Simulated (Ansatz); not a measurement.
System: C3H11ClOSi2, net charge 0, singlet state. 
Coordinates optimised at B3LYP-D3(BJ)/def2-TZVP (Ansatz, a quantum-chemistry and plane-wave program):
```xyz
18

C     -1.7285     0.1153     1.5329
Si    -1.3062    -0.0949    -0.2729
C     -2.5386    -1.1981    -1.1357
C     -1.1676     1.5636    -1.1224
O      0.1677    -0.8649    -0.3756
Si     1.7642    -0.6637    -0.2549
Cl     2.1991     0.8761     1.0665
H     -2.6979     0.6046     1.6551
H     -1.7743    -0.8509     2.0399
H     -0.9765     0.7250     2.0377
H     -2.2708    -1.3410    -2.1847
H     -3.5412    -0.7651    -1.1010
H     -2.5813    -2.1813    -0.6624
H     -2.1206     2.0976    -1.0971
H     -0.4202     2.1915    -0.6326
H     -0.8782     1.4481    -2.1694
H      2.3819    -1.8879     0.2817
H      2.3500    -0.2788    -1.5522
```

Total electronic energies in hartree. Valence correlation only, unless marked. Spin-orbit coupling is left out. Non-relativistic. CBS(X,Y): correlation extrapolated as X^-3; Hartree-Fock from the larger set. [CCSD(T)-MP2]/basis is that difference in the basis named.

| level | program | energy (Eh) |
|---|---|---|
| HF/cc-pV(D+d)Z | Ansatz | -1232.45224 |
| PBE0-D3(BJ)/def2-TZVPD | Ansatz + dftd3 | -1235.04205 |
| BHLYP-D3(BJ)/def2-TZVPD | Ansatz + dftd3 | -1235.57217 |
| BHLYP-D4/def2-TZVPD | Ansatz + dftd4 | -1235.56947 |
| BHLYP/def2-TZVPD | Ansatz | -1235.54617 |
| LC-wPBE-D3(BJ)/def2-TZVPD | Ansatz + dftd3 | -1235.25406 |
| wB97M-V/def2-TZVPD | Ansatz | -1235.49438 |
| MP2/cc-pVTZ | Ansatz | -1233.75904 |
| RI-MP2/CBS(aug-cc-pV(T+d)Z,aug-cc-pV(Q+d)Z) | Ansatz | -1233.9555 |
| SCS-MP2/aug-cc-pV(T+d)Z | Ansatz | -1233.80485 |
| CCSD/6-31G* | Ansatz | -1233.30910 |
| CCSD/cc-pV(D+d)Z | Ansatz | -1233.49061 |
| CCSD(T)/STO-3G | Ansatz | -1218.78887 |
| CCSD(T)/aug-cc-pV(T+d)Z | Ansatz | -1233.92801 |
| RI-MP2/CBS(aug-cc-pV(T+d)Z,aug-cc-pV(Q+d)Z)+[CCSD(T)-MP2]/aug-cc-pV(T+d)Z | Ansatz | -1234.0842 |

Totals of different functionals don't rank their quality; only differences between species are comparable.
